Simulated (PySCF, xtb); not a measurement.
TeCl4, SMILES Cl[Te](Cl)(Cl)Cl.

GFN2-xTB run with xtb at its own geometry gives an orbital gap of 3.46 eV and a dipole moment of 1.23 D.

Geometry optimised at PBE0-D3(BJ)/def2-SVP. The isomer is the one that the SMILES or the coordinates give; other isomers of the formula were not compared. The def2 effective core potentials stand for the cores of Te; spin–orbit coupling is left out.

What does B3LYP/def2-TZVP in PySCF give? (The exact figures need the calculation; the answer reports its results.)

gap 4.41 eV (levels -8.27 and -3.86 eV), dipole 1.06 D.
